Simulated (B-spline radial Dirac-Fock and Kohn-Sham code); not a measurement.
**Ge³⁺: non-radiative channels of the 2s vacancy**

System: the Ge³⁺ ion, [Ar] 3d10 4s1.

Input file task.json (cfg lists n, l and occupation; rrms is the nuclear radius in fm):

```json
{"items": [{
  "Z": 32,
  "q": 3,
  "cfg": [[1, 0, 2], [2, 0, 2], [2, 1, 6], [3, 0, 2], [3, 1, 6], [3, 2, 10], [4, 0, 1]],
  "A": 74,
  "rrms": 4.0742,
  "do": ["binding", "quiet", "decay"],
  "holes": ["K", "L1", "L2", "L3", "M1", "M2", "M3", "M4", "M5"]
}]}
```

Launch: `python xray_run.py task.json out`

Method: independent-particle rates on relativistic LDA orbitals of the hole state (multipoles up to L = 3, Coulomb Auger matrix elements, transition energies from Dirac-Fock). Computed with a radial atomic solver. Kinetic energies are configuration averages from the vacuum level; the two-hole energies are estimated from single-hole states.

```
transition  kinetic energy (eV)  width (meV)  share (%)
   L1-L2M5                65.91          911       16.0
   L1-L2M4                66.39          567        9.9
   L1-L3M4                96.58         1460       25.6
   L1-L3M5                97.87         2080       36.5
   L1-L2N1                108.3         40.9        0.7
   L1-L3N1                139.6         71.3        1.3
   L1-M1M1                    –         28.4        0.5
   L1-M1M2                    –         53.1        0.9
   L1-M1M3                    –          103        1.8
   L1-M1M4                    –         65.6        1.2
   L1-M1M5                    –         96.0        1.7
   L1-M2M5               1190.6         20.3        0.4
   L1-M3M4               1194.7         20.0        0.4
   L1-M4M5               1291.3          112        2.0
   L1-M5M5               1292.2         30.8        0.5
```

A dash stands for an energy that rests on an unreliable hole state.

Coster-Kronig rates are the weakest part of this model and often come out 1.5 to 2.5 times too large. The listed channels hold 99 % of the non-radiative rate. Summed by principal shells, of 5.70 eV in all: LLM 88.0 %, LMM 9.7 %, LLN 2.0 %, LMN 0.3 %.
